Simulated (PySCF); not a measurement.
H₃AlOS (SMILES [OH][AlH][SH]), singlet, geometry from GFN2-xTB (such geometries of metal compounds can be far from the true shape), with bond 4-3 at 2.4 times its length; CASSCF(8,8)/6-31G* (PySCF).

PySCF was given this input:
```python
from pyscf import gto, scf, mcscf
import numpy

mol = gto.M(
    atom='''
Al   -0.45041401    0.25242375   -0.59623630
H    -1.41323612   -0.14376553   -1.69458447
O    -0.05990765    1.83455493   -0.41839269
H     0.31810601    4.07526683   -0.37976611
S     0.40993002   -1.26586338    0.73772836
H     1.09140109   -0.32855334    1.39144248
''',
    basis='6-31g*',
    verbose=4,
)

mf = scf.RHF(mol)
mf.kernel()
mc = mcscf.CASSCF(mf, 8, 8)
mc.fix_spin_(ss=0.0)
mc.kernel()
occ = numpy.linalg.eigvalsh(mc.fcisolver.make_rdm1(mc.ci, mc.ncas, mc.nelecas))[::-1]
ss = mc.fcisolver.spin_square(mc.ci, mc.ncas, mc.nelecas)[0]
print('natural occupations', occ.round(4), ' <S^2>', round(ss, 4))
```

The log (banner, timings and long lists left out):

```
PySCF version 2.14.0

[INPUT] verbose = 4
[INPUT] num. atoms = 6
[INPUT] num. electrons = 40
[INPUT] charge = 0
[INPUT] spin (= nelec alpha-beta = 2S) = 0
[INPUT] symmetry False subgroup None
[INPUT] Mole.unit = angstrom
[INPUT] Symbol           X                Y                Z      unit          X                Y                Z       unit  Magmom
[...]
nuclear repulsion = 128.614329236609
number of shells = 28
number of NR pGTOs = 141
number of NR cGTOs = 56
basis = 6-31g*
ecp = {}

******** <class 'pyscf.scf.hf.RHF'> ********
method = RHF
initial guess = minao
damping factor = 0
level_shift factor = 0
DIIS = <class 'pyscf.scf.diis.CDIIS'>
diis_start_cycle = 1
diis_space = 8
diis_damp = 0
SCF conv_tol = 1e-09
SCF conv_tol_grad = None
SCF max_cycles = 50
direct_scf = True
direct_scf_tol = 1e-13
Set gradient conv threshold to 3.16228e-05
Initial guess from minao.
init E= -715.591031340089
[...]
cycle= 1 E= -715.581581999445  delta_E= 0.00945  |g|= 0.852  |ddm|= 2.04
[...]
cycle= 2 E= -715.36120162597  delta_E= 0.22  |g|= 1.34  |ddm|= 1.74
[...]
cycle= 3 E= -715.801688245063  delta_E= -0.44  |g|= 0.087  |ddm|=  1.1
[...]
cycle= 4 E= -715.807444772698  delta_E= -0.00576  |g|= 0.0594  |ddm|= 0.176
[...]
cycle= 5 E= -715.808642490522  delta_E= -0.0012  |g|= 0.0276  |ddm|= 0.0729
[...]
cycle= 6 E= -715.808936962871  delta_E= -0.000294  |g|= 0.00633  |ddm|= 0.0427
[...]
cycle= 7 E= -715.808958877619  delta_E= -2.19e-05  |g|= 0.00153  |ddm|= 0.0115
[...]
cycle= 8 E= -715.808962979619  delta_E= -4.1e-06  |g|= 0.00108  |ddm|= 0.00418
[...]
cycle= 9 E= -715.808966484266  delta_E= -3.5e-06  |g|= 0.000963  |ddm|= 0.00394
[...]
cycle= 10 E= -715.80897624026  delta_E= -9.76e-06  |g|= 0.000559  |ddm|= 0.0147
[...]
cycle= 11 E= -715.808980741707  delta_E= -4.5e-06  |g|= 0.000196  |ddm|= 0.0159
[...]
cycle= 12 E= -715.808980891895  delta_E= -1.5e-07  |g|= 4.75e-05  |ddm|= 0.00299
[...]
cycle= 13 E= -715.808980894001  delta_E= -2.11e-09  |g|= 8.49e-06  |ddm|= 0.000235
[...]
cycle= 14 E= -715.808980894128  delta_E= -1.27e-10  |g|= 3.69e-06  |ddm|= 7.87e-05
[...]
Extra cycle  E= -715.808980894127  delta_E= 1.14e-12  |g|= 4.3e-06  |ddm|= 6.38e-06
converged SCF energy = -715.808980894127

******** <class 'pyscf.mcscf.mc1step.CASSCF'> ********
CAS (4e+4e, 8o), ncore = 16, nvir = 32
max_cycle_macro = 50
max_cycle_micro = 4
conv_tol = 1e-07
conv_tol_grad = None
orbital rotation max_stepsize = 0.02
orbital rotation threshold for CI restart = 0.01
[...]
CASCI E = -715.874817304127  S^2 = 0.0000000
[...]
macro iter  40 ( 25 JK    4 micro), CASSCF E = -716.023345811059  dE = -1.52429297e-04  S^2 = 0.0000000
               |grad[o]|=0.00307  |grad[c]|=0.00344  |ddm|=0.000504  |maxRot[o]|=0.0243
macro iter  41 ( 21 JK    4 micro), CASSCF E = -716.023374397993  dE = -2.85869347e-05  S^2 = 0.0000000
               |grad[o]|=0.00319  |grad[c]|=0.00627  |ddm|=0.000695  |maxRot[o]|=0.0129
macro iter  42 ( 21 JK    4 micro), CASSCF E = -716.023378091087  dE = -3.69309384e-06  S^2 = 0.0000000
               |grad[o]|=0.00348  |grad[c]|=0.0109  |ddm|=0.000878  |maxRot[o]|=0.0052
macro iter  43 (  7 JK    2 micro), CASSCF E = -716.023791030397  dE = -4.12939310e-04  S^2 = 0.0000000
               |grad[o]|=0.0036  |grad[c]|=0.00322  |ddm|=0.00113  |maxRot[o]|=0.0538
macro iter  44 (  7 JK    2 micro), CASSCF E = -716.024267179919  dE = -4.76149522e-04  S^2 = 0.0000000
               |grad[o]|=0.00457  |grad[c]|=0.00256  |ddm|=0.00175  |maxRot[o]|=0.0613
macro iter  45 ( 21 JK    4 micro), CASSCF E = -716.024504934117  dE = -2.37754198e-04  S^2 = 0.0000000
               |grad[o]|=0.00664  |grad[c]|=0.0166  |ddm|=0.00426  |maxRot[o]|=0.0291
macro iter  46 ( 21 JK    4 micro), CASSCF E = -716.025006895590  dE = -5.01961473e-04  S^2 = 0.0000000
               |grad[o]|=0.00946  |grad[c]|=0.0211  |ddm|=0.00669  |maxRot[o]|=0.0457
macro iter  47 ( 21 JK    4 micro), CASSCF E = -716.025810430844  dE = -8.03535254e-04  S^2 = 0.0000000
               |grad[o]|=0.0125  |grad[c]|=0.0238  |ddm|=0.00885  |maxRot[o]|=0.0614
macro iter  48 ( 21 JK    4 micro), CASSCF E = -716.026745487616  dE = -9.35056772e-04  S^2 = 0.0000000
               |grad[o]|=0.0145  |grad[c]|=0.0237  |ddm|=0.00934  |maxRot[o]|=0.0704
macro iter  49 ( 21 JK    4 micro), CASSCF E = -716.027504865679  dE = -7.59378063e-04  S^2 = 0.0000000
               |grad[o]|=0.0141  |grad[c]|=0.0218  |ddm|=0.0081  |maxRot[o]|=0.0705
macro iter  50 ( 21 JK    4 micro), CASSCF E = -716.027923040925  dE = -4.18175246e-04  S^2 = 0.0000000
               |grad[o]|=0.0123  |grad[c]|=0.0197  |ddm|=0.0058  |maxRot[o]|=0.0611
1-step CASSCF not converged,  50 macro (743 JK 158 micro) steps
CASSCF canonicalization
Density matrix diagonal elements [1.97783611 1.78920981 1.09273345 1.99145538 1.09558595 0.02221347
 0.01285    0.01811584]
CASSCF energy = -716.027923040925
CASCI E = -716.027923040925  E(CI) = -21.3849195847948  S^2 = 0.0000000
natural occupations [1.9935 1.9804 1.9776 1.1015 0.8962 0.0222 0.0196 0.009 ]  <S^2> 0.0
```

Convergence was not reached.
